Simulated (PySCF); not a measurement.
Ga(F)2(NCO) (CF2GaNO), SMILES O=C=[N][Ga]([F])[F].

Geometry: TPSSh-D3(BJ)/def2-SVP. The structure was generated by enumeration; whether it is a known compound was not checked. The values are those of a single conformer.

The numbers are results of PySCF with IEF-PCM-B3LYP/def2-SVP, not measurements.

The values are the electrostatic part of the solvation free energy, E(continuum) − E(gas) at the gas-phase geometry, in a cavity of scaled van der Waals radii (PySCF's table); cavitation and dispersion terms are not included. A continuum can't describe solvent molecules that bind to the metal. In vacuum the orbital gap is 6.82 eV. The dipole moment in vacuum is 0.10 D.

```json
[
 {"solvent": "water", "ε": "78.36", "ΔG(elec) (kcal/mol)": "[?]", "dipole (D)": "[?]", "gap (eV)": "[?]"},
 {"solvent": "toluene", "ε": "2.37", "ΔG(elec) (kcal/mol)": "-3.7", "dipole (D)": "0.12", "gap (eV)": "6.91"},
 {"solvent": "chlorobenzene", "ε": "5.70", "ΔG(elec) (kcal/mol)": "-6.1", "dipole (D)": "0.19", "gap (eV)": "6.97"}
]
```

Q: Fill in the missing entries. (The exact figures need the calculation; the answer reports its results.)

A: 
- water, ΔG(elec) (kcal/mol): -8.1
- water, dipole (D): 0.25
- water, gap (eV): 7.01
